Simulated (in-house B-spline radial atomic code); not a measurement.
Neutral germanium: [Ar] 3d10 4s2 4p(1 up, 0 down) 4d(1 up, 0 down) (an excited or competing configuration)

All numbers are computed (non-relativistic LC-wPBE, spin-polarised, spherical fractional occupations; point nucleus) with a B-spline radial code for spherical atoms, not measured.

Z_r = [3n² - l(l+1)]/(2<r>); Z_e = n√(-2ε); the last column is Slater's effective charge. Values are occupation-weighted means over spin.

```json
{"shell": "1s", "electrons": "2", "ε (eV)": "-10816", "<r> (bohr)": "0.04785", "Z_r": "31.35", "Z_e": "28.20", "Slater": "31.70"}
{"shell": "2s", "electrons": "2", "ε (eV)": "-1350", "<r> (bohr)": "0.2138", "Z_r": "28.06", "Z_e": "19.92", "Slater": "27.85"}
{"shell": "2p", "electrons": "6", "ε (eV)": "-1203", "<r> (bohr)": "0.1853", "Z_r": "26.99", "Z_e": "18.81", "Slater": "27.85"}
{"shell": "3s", "electrons": "2", "ε (eV)": "-175.99", "<r> (bohr)": "0.6349", "Z_r": "21.26", "Z_e": "10.79", "Slater": "20.75"}
{"shell": "3p", "electrons": "6", "ε (eV)": "-127.28", "<r> (bohr)": "0.6523", "Z_r": "19.16", "Z_e": "9.18", "Slater": "20.75"}
{"shell": "3d", "electrons": "10", "ε (eV)": "-42.547", "<r> (bohr)": "0.7302", "Z_r": "14.38", "Z_e": "5.31", "Slater": "10.85"}
{"shell": "4s", "electrons": "2", "ε (eV)": "-21.273", "<r> (bohr)": "2.064", "Z_r": "11.63", "Z_e": "5.00", "Slater": "6.00"}
{"shell": "4p", "electrons": "1", "ε (eV)": "-8.3396", "<r> (bohr)": "2.641", "Z_r": "8.71", "Z_e": "3.13", "Slater": "6.00"}
{"shell": "4d", "electrons": "1", "ε (eV)": "-0.28094", "<r> (bohr)": "13.76", "Z_r": "1.53", "Z_e": "0.57", "Slater": "1.00"}
```

The least bound orbital is 4d up at -0.2809 eV, and it is also the most diffuse (<r> = 13.76 bohr).

Caution: exact exchange at fractional occupations of open shells leaves self-interaction of up to several eV.
